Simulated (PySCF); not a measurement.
## Highest orbital energy against ionisation energy along the third row

Calculated with PySCF 2.14, no spin-orbit coupling. Each cell gives −ε(HOMO) / ΔSCF in eV; NIST values include spin-orbit coupling, (s) semi-empirical, (t) theoretical.

```tsv
species	UHF	LDA	PBE	PBE0	r2SCAN	NIST (lowest levels)
Al²⁺ (dyall-av2z, non-relativistic)	28.055 / 28.035	24.556 / 28.798	24.450 / 28.800	25.461 / 28.667	24.647 / 28.358	28.448
Si²⁺ (dyall-av2z, non-relativistic)	32.157 / 31.958	28.597 / 33.530	28.473 / 33.393	29.625 / 33.255	28.640 / 32.862	33.493
P²⁺ (dyall-av2z, non-relativistic)	29.881 / 29.503	24.744 / 30.143	24.899 / 30.185	26.304 / 30.201	25.324 / 30.288	30.203
S²⁺ (dyall-av2z, non-relativistic)	34.659 / 34.106	28.816 / 34.826	28.914 / 34.792	30.532 / 34.828	29.421 / 34.964	34.86 ± 0.04 (s)
Cl²⁺ (dyall-av2z, non-relativistic)	39.663 / 38.943	33.017 / 39.639	33.082 / 39.565	34.932 / 39.641	33.739 / 39.806	39.8 ± 0.11 (s)
Ar²⁺ (dyall-av2z, non-relativistic)	40.244 / 39.274	34.019 / 40.784	34.061 / 40.658	35.899 / 40.646	34.438 / 40.576	40.735 ± 0.012 (s)
```

**Question.** How far is −ε(HOMO) from ΔSCF on average for each method, and why?

**Answer.** UHF 0.47 eV; LDA -5.66 eV; PBE -5.59 eV; PBE0 -4.08 eV; r2SCAN -5.11 eV. Hartree-Fock orbital energies lack relaxation and so exceed the ΔSCF value; semilocal functionals have convex E(N) from self-interaction, so their HOMO lies far too high; exact exchange moves hybrids part of the way back.
